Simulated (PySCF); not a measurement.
PySCF input file for SbCl5, SMILES [Cl][Sb]([Cl])([Cl])([Cl])[Cl], TDA-ωB97X/def2-SVPD. Geometry optimised at PBE0-D3(BJ)/def2-SVP. The isomer is the one that the SMILES or the coordinates give; other isomers of the formula were not compared. The def2 effective core potentials stand for the cores of Sb; spin–orbit coupling is left out.

```python
import numpy as np
from pyscf import gto, scf, dft, tdscf

mol = gto.M(
    atom='''
    Sb    0.00000000    0.00000000   -0.00000000
    Cl   -2.33356343    0.00000000    0.00000000
    Cl    0.00000000   -0.00000000   -2.36087196
    Cl    0.00000000    0.00000000    2.36087196
    Cl    1.16678171    2.02092521   -0.00000001
    Cl    1.16678171   -2.02092521    0.00000001
    ''',
    basis='def2-SVPD',
    ecp={'Sb': 'def2-svp'},
    charge=0,
    spin=0,
    symmetry=True,
    max_memory=1600,
    verbose=4,
)
mf = dft.RKS(mol, xc='wb97x').density_fit(auxbasis='def2-universal-jkfit')
mf.grids.level = 3
mf.conv_tol = 1e-9
mf.max_cycle = 100
mf.kernel()
mf.grids = dft.Grids(mol).set(level=1).build(with_non0tab=True)  # coarser grid for the response kernel
td = tdscf.TDA(mf)
td.singlet = True
td.nstates = 10
td.conv_tol = 1e-4
td.positive_eig_threshold = 1e-6
td.kernel(x0=td.get_init_guess(mf, 15))
td.analyze()
tt = tdscf.TDA(mf)
tt.singlet = False
tt.nstates = 4
tt.conv_tol = 1e-4
tt.positive_eig_threshold = 1e-6
tt.kernel(x0=tt.get_init_guess(mf, 9))
tt.analyze(verbose=3)
```

Program output:

```
PySCF version 2.14.0

[INPUT] verbose = 4
[INPUT] num. atoms = 6
[INPUT] num. electrons = 108
[INPUT] charge = 0
[INPUT] spin (= nelec alpha-beta = 2S) = 0
[INPUT] symmetry True subgroup None
[INPUT] Mole.unit = angstrom
[INPUT] Symbol           X                Y                Z      unit          X                Y                Z       unit  Magmom
[INPUT]  1 Sb     0.000000000000   0.000000000000   0.000000000000 AA    0.000000000000   0.000000000000   0.000000000000 Bohr   0.0
[INPUT]  2 Cl    -2.333563430000   0.000000000000   0.000000000000 AA   -4.409795777001   0.000000000000   0.000000000000 Bohr   0.0
[INPUT]  3 Cl     0.000000000000   0.000000000000  -2.360871960000 AA    0.000000000000   0.000000000000  -4.461401419565 Bohr   0.0
[INPUT]  4 Cl     0.000000000000   0.000000000000   2.360871960000 AA    0.000000000000   0.000000000000   4.461401419565 Bohr   0.0
[INPUT]  5 Cl     1.166781710000   2.020925210000  -0.000000010000 AA    2.204897879052   3.818995165129  -0.000000018897 Bohr   0.0
[INPUT]  6 Cl     1.166781710000  -2.020925210000   0.000000010000 AA    2.204897879052  -3.818995165129   0.000000018897 Bohr   0.0

nuclear repulsion = 863.603631613683
point group symmetry = D3h, use subgroup C2v
symmetry origin: [-2.36215774e-09  0.00000000e+00  0.00000000e+00]
symmetry axis x: [0.00000000e+00 1.00000000e+00 1.35671016e-08]
symmetry axis y: [ 0.00000000e+00 -1.35671016e-08  1.00000000e+00]
symmetry axis z: [ 1.  0. -0.]
num. orbitals of irrep A1 = 66
num. orbitals of irrep A2 = 21
num. orbitals of irrep B1 = 40
num. orbitals of irrep B2 = 40
number of shells = 67
number of NR pGTOs = 292
number of NR cGTOs = 167
basis = def2-SVPD
ecp = {'Sb': 'def2-svp'}


[settings echo left out]
init E= -2515.28452825628
HOMO (A2) = -0.73055426938736  LUMO (A1) = -0.679497067125174  gap/eV = 1.38934
cycle= 1 E= -2539.42380303748  delta_E= -24.1  |g|= 2.49  |ddm|= 11.8
HOMO (A1) = -0.292135450843006  LUMO (A1) = 0.0658079948051014  gap/eV = 9.74014
cycle= 2 E= -2539.66179067748  delta_E= -0.238  |g|= 2.11  |ddm|= 8.59
HOMO (A2) = -0.42757446966334  LUMO (A1) = -0.128953269863473  gap/eV = 8.12590
cycle= 3 E= -2540.68856831202  delta_E= -1.03  |g|= 0.172  |ddm|= 2.92
HOMO (A2) = -0.433572656244777  LUMO (A1) = -0.113232834514605  gap/eV = 8.71689
cycle= 4 E= -2540.69671235345  delta_E= -0.00814  |g|= 0.0607  |ddm|= 0.289
HOMO (A2) = -0.433887645032038  LUMO (A1) = -0.114470870954321  gap/eV = 8.69177
cycle= 5 E= -2540.69772409162  delta_E= -0.00101  |g|= 0.0056  |ddm|= 0.0795
HOMO (A2) = -0.433830222828778  LUMO (A1) = -0.113703243956138  gap/eV = 8.71110
cycle= 6 E= -2540.69774337303  delta_E= -1.93e-05  |g|= 0.00241  |ddm|= 0.0181
HOMO (A2) = -0.433681584740235  LUMO (A1) = -0.113824422249834  gap/eV = 8.70376
cycle= 7 E= -2540.69774520803  delta_E= -1.84e-06  |g|= 0.000697  |ddm|= 0.00508
HOMO (A2) = -0.433745033037672  LUMO (A1) = -0.113889434232973  gap/eV = 8.70371
cycle= 8 E= -2540.69774539364  delta_E= -1.86e-07  |g|= 9.13e-05  |ddm|= 0.00192
HOMO (A2) = -0.433747281068849  LUMO (A1) = -0.113880418321799  gap/eV = 8.70402
cycle= 9 E= -2540.69774540428  delta_E= -1.06e-08  |g|= 2.32e-05  |ddm|= 0.000559
HOMO (A2) = -0.433748018688257  LUMO (A1) = -0.113878609277748  gap/eV = 8.70409
cycle= 10 E= -2540.69774540493  delta_E= -6.58e-10  |g|= 7.03e-06  |ddm|= 0.000161
HOMO (A2) = -0.433748596048148  LUMO (A1) = -0.113879062499493  gap/eV = 8.70409
Extra cycle  E= -2540.69774540497  delta_E= -3.5e-11  |g|= 3.32e-06  |ddm|= 2.48e-05
converged SCF energy = -2540.69774540497
tot grids = 39608
Overwritten attributes  positive_eig_threshold  of <class 'pyscf.tdscf.rks.TDA'>


******** <class 'pyscf.tdscf.rks.TDA'> for <class 'pyscf.df.df_jk.DFSymAdaptedRKS'> ********
nstates = 10 singlet
deg_eia_thresh = 1.000e-03
wfnsym = None
conv_tol = 0.0001
eigh lindep = 1e-12
eigh level_shift = 0
eigh max_cycle = 100


Excitation energies (eV)
[3.75515627 3.7552313  4.20570382 4.20577431 4.52091946 4.60623615
 5.06580795 5.06587385 5.35735366 5.35736919]

** Singlet excitation energies and oscillator strengths **
Excited State   1:   A2      3.75516 eV    330.17 nm  f=0.0000
      54 -> 55       -0.69365
Excited State   2:   B2      3.75523 eV    330.16 nm  f=0.0000
      53 -> 55       -0.69366
Excited State   3:   A1      4.20570 eV    294.80 nm  f=0.0110
      51 -> 55       -0.68594
Excited State   4:   B1      4.20577 eV    294.80 nm  f=0.0110
      52 -> 55        0.68595
Excited State   5:   B2      4.52092 eV    274.25 nm  f=0.0591
      50 -> 55       -0.68243
Excited State   6:   B1      4.60624 eV    269.17 nm  f=0.0000
      46 -> 56       -0.10669
      47 -> 57        0.10669
      48 -> 55        0.68636
Excited State   7:   A1      5.06581 eV    244.75 nm  f=0.0437
      47 -> 55        0.66841
Excited State   8:   B1      5.06587 eV    244.74 nm  f=0.0437
      46 -> 55        0.66841
Excited State   9:   B2      5.35735 eV    231.43 nm  f=0.0000
      44 -> 55        0.67446
      50 -> 56       -0.11151
Excited State  10:   A2      5.35737 eV    231.43 nm  f=0.0000
      45 -> 55        0.67445
      50 -> 57        0.11156

** Transition electric dipole moments (AU) **
state          X           Y           Z        Dip. S.      Osc.
  1         0.0000     -0.0000     -0.0000      0.0000      0.0000
  2        -0.0000      0.0000     -0.0002      0.0000      0.0000
  3        -0.3274      0.0000     -0.0000      0.1072      0.0110
  4         0.0000      0.3275     -0.0000      0.1072      0.0110
  5        -0.0000     -0.0000     -0.7303      0.5333      0.0591
  6         0.0000     -0.0001     -0.0000      0.0000      0.0000
  7         0.5935     -0.0000     -0.0000      0.3522      0.0437
  8        -0.0000      0.5935     -0.0000      0.3523      0.0437
  9        -0.0000     -0.0000     -0.0004      0.0000      0.0000
 10         0.0000      0.0000      0.0000      0.0000      0.0000

WARN: ECP detected. Skipping calculation of transition velocity and magnetic dipole moments, which have not yet been implemented.



******** <class 'pyscf.tdscf.rks.TDA'> for <class 'pyscf.df.df_jk.DFSymAdaptedRKS'> ********
nstates = 4 triplet
deg_eia_thresh = 1.000e-03
wfnsym = None
conv_tol = 0.0001
eigh lindep = 1e-12
eigh level_shift = 0
eigh max_cycle = 100


Excitation energies (eV)
[3.37814633 3.37828031 3.76133138 3.76134706]

** Triplet excitation energies and oscillator strengths **
Excited State   1:   A2      3.37815 eV    367.02 nm  f=0.0000
Excited State   2:   B2      3.37828 eV    367.00 nm  f=0.0000
Excited State   3:   A1      3.76133 eV    329.63 nm  f=0.0000
Excited State   4:   B1      3.76135 eV    329.63 nm  f=0.0000
```

Self-consistency was reached.

Cost: about 5 core-minutes (a rough figure).
